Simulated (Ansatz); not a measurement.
Program: Ansatz. Geometries: PBE0-D4/def2-TZVP. ΔE: electronic, gas phase. CCSD(T)/CBS is the MP2 limit (def2-TZVPP, def2-QZVPP) plus CCSD(T) − MP2 in def2-TZVPP, frozen cores. DFT in def2-TZVPP. B3LYP here is the variant with VWN-RPA as its local correlation; programs differ in this. def2 core potentials past Kr. For I, Sb, Te outer-core shells are correlated without core-valence functions, which leaves a few kJ/mol of doubt a bond.

Reaction (formal exchange of groups at a Te–Sb bond): `[SbH2][TeH]` + `CI` → `[TeH]CI` + stibine

| level | ΔE (kJ/mol) |
| --- | --- |
| B3LYP-D4 | 127.2 |
| revPBE | 127.5 |
| SCS-MP2/def2-TZVPP | 117.6 |
| CCSD/CBS(def2) | 127.0 |

Question: What does CCSD(T)/CBS give? (Estimate.)

Answer: Ansatz gave: +124.2 kJ/mol. The listed levels differ from it by 3.0, 3.3, -6.6, 2.8 kJ/mol.

Largest T1 diagnostic among the species: 0.014.

Leaving LDA and LC-ωPBE aside and taking each functional with its dispersion term where it has one, the values, not all of them listed here, spread over 17.5 kJ/mol, from B97M-V to BHLYP-D4. LDA lies −7.4 kJ/mol from PBE without D4. From BLYP to BHLYP (50 % exact exchange), in def2-TZVPP and without D4, ΔE moves by +8.1 kJ/mol. The D4 term adds −3.5 kJ/mol with B3LYP and −1.7 kJ/mol with PBE0; it sums over pairs of atoms, weighted by their polarisabilities, and B3LYP, whose exchange is more repulsive, gets the larger term.
